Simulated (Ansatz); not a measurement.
Two isomers of C3H6OSi: A = `CC1[SiH2]C1=O`, B = `C=C1OC[SiH2]1`.

Gas-phase electronic energies from Ansatz, PBE0-D4/def2-TZVP geometries. CCSD(T)/CBS adds triple-zeta CCSD(T) − MP2 to the extrapolated MP2 energy (def2 sets, frozen cores). DFT in def2-TZVPP. B3LYP here is the variant with VWN-RPA as its local correlation; programs differ in this.

A:

Z-matrix (Å, degrees):
```
C
C 1 1.505
H 1 1.092 2 111.0
H 1 1.093 2 111.2 3 -120.7
H 1 1.092 2 110.6 3 120.0
Si 2 1.920 1 135.9 3 -77.3
C 2 1.481 1 122.7 3 -165.2
H 2 1.099 1 115.0 3 60.0
H 6 1.483 2 121.0 1 -13.2
H 6 1.482 2 114.5 1 128.4
O 7 1.194 2 136.5 1 -25.7
```

B:

```xyz
11

C    -1.557    1.272    0.478
C    -0.571    0.471    0.101
O    -0.221    0.247   -1.220
C     0.889   -0.684   -1.133
Si    0.759   -0.670    0.762
H    -2.162    1.811   -0.244
H    -1.774    1.399    1.530
H     0.640   -1.612   -1.652
H     1.781   -0.246   -1.585
H     0.334   -1.924    1.436
H     1.881   -0.066    1.527
```

Q: Which is lower in electronic energy at CCSD(T)/CBS, and by how much? (Best estimate.)

A: Ansatz gave: B, by 6.7 kcal/mol.

Q: Give E(B) − E(A) in kcal/mol with PBE-D4, B3LYP-D4, HF/def2-TZVPP, B2PLYP, ωB97M-V, CCSD(T)/def2-TZVPP, MP2/def2-TZVPP. (Best estimate.)

A: The calculation gave: PBE-D4 -2.0, B3LYP-D4 -5.6, HF/def2-TZVPP -10.1, B2PLYP -5.3, ωB97M-V -6.6, CCSD(T)/def2-TZVPP -6.2, MP2/def2-TZVPP -4.8. None reverses the order clearly.

Largest T1 diagnostic: 0.016.

In def2-TZVPP, CCSD(T) changes the Hartree–Fock value by +3.9 kcal/mol (the triples alone add +1.0 kcal/mol) and MP2 by +5.3 kcal/mol. From PBE to PBE0 (25 % exact exchange), in def2-TZVPP and without D4, E(B) − E(A) moves by −2.4 kcal/mol.
